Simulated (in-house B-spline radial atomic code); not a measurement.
Results of a calculation; reference values are marked as such.
## Making a Troullier-Martins p channel for Ni, r_c = 0.57 bohr

Ni, [Ar] 3d8 4s2, non-relativistic PBE, spherical and spin-unpolarised, from an all-electron radial atomic-structure program (B-spline basis) (atomic units). The all-electron 3p level is ε = -2.598559 hartree, its outermost node lies just inside 0.28 bohr and its outer maximum at 0.65 bohr.

Inside r_c the pseudo-orbital is u(r) = r^2 exp(p(r)), with p = c0 + c2 r² + c4 r⁴ + … + c12 r¹². The seven coefficients follow from p and its first four derivatives at r_c, from zero curvature of the screened potential at the origin, c4 = −c2²/(2l + 5), and from the norm inside r_c. At r_c the all-electron orbital has P = 1.180007, P' = 1.060218, the screened potential V = -12.37716, V' = 44.84685, V'' = -205.8299, and the norm inside is Q = 0.2496751.

**Question.** What are p, p' and p'' at r_c?

**Answer.** p = ln(P/r_c^2) = ln(1.180007/0.3249) = 1.28976. p' = P'/P − 2/r_c = 0.89848 − 3.50877 = -2.61029. The radial equation gives p'' = 2(V − ε) − 2(2) p'/r_c − p'² = -19.55720 − (-18.31781) − 6.81360 = -8.05299. Differentiating, p''' = 2V' + 2(2)p'/r_c² − 2(2)p''/r_c − 2p'p'' = 72.028, and p'''' = 2V'' − 4(2)p'/r_c³ + 4(2)p''/r_c² − 2(2)p'''/r_c − 2p''² − 2p'p''' = -756.32.

For a trial c2 the five matching conditions are linear in c0, c6, c8, c10 and c12, and c2 is varied until the norm inside r_c equals Q. The root nearest zero gives:

```tsv
n	c_n
0	2.276593
2	-5.680925
4	-4.610416
6	209.7574
8	-1025.617
10	2008.988
12	-1439.499
```

**Question.** Check c4 and p(r_c), and find the screened pseudopotential at the origin.

**Answer.** −c2²/7 = -4.61042, as listed. The terms c_n r_c^n are 2.27659, -1.84573, -0.48668, 7.19393, -11.42836, 7.27321, -1.69321, which sum to 1.28976. Inverting the radial equation, V_l(r) = ε + 2 p'/r + (p'' + p'²)/2, so V_l(0) = ε + (2l + 3) c2 = -2.598559 + 5 × (-5.68093) = -31.0032 hartree, finite where the all-electron potential diverges.

Orbitals and screened potentials:

| r (bohr) | P | u | V all-electron | V pseudo |
| --- | --- | --- | --- | --- |
| 0.057 | -0.3552 | 0.03108 | -398.7 | -30.94 |
| 0.142 | -0.6332 | 0.1751 | -124.3 | -29.07 |
| 0.228 | -0.284 | 0.3809 | -62.38 | -21.92 |
| 0.314 | 0.2582 | 0.5924 | -37.24 | -11.97 |
| 0.399 | 0.7184 | 0.8084 | -24.41 | -7.672 |
| 0.484 | 1.024 | 1.029 | -17.14 | -11.93 |
| 0.57 | 1.18 | 1.18 | -12.38 | -12.38 |

Logarithmic derivatives P'/P at R = 0.87 bohr, for energies E around ε:

| E − ε (hartree) | all-electron | pseudo |
| --- | --- | --- |
| -0.5 | -0.621388 | -0.622026 |
| -0.25 | -0.887647 | -0.887799 |
| -0.1 | -1.0578 | -1.05779 |
| 0 | -1.17599 | -1.17595 |
| 0.1 | -1.29826 | -1.29825 |
| 0.25 | -1.48986 | -1.49005 |
| 0.5 | -1.83346 | -1.83451 |

**Question.** With P(R) = 1.048795 and a norm of 0.6610266 inside R, what slope in energy does norm conservation fix?

**Answer.** d(P'/P)/dE = −2 × (norm inside R)/P(R)² = -1.2019 per hartree·bohr at E = ε, for both atoms, since orbital and norm agree at R. Differences over ±0.1 hartree give -1.2023 (all-electron) and -1.2023 (pseudo), which also hold third-order terms. Half a hartree below ε the two curves differ by -0.0006.
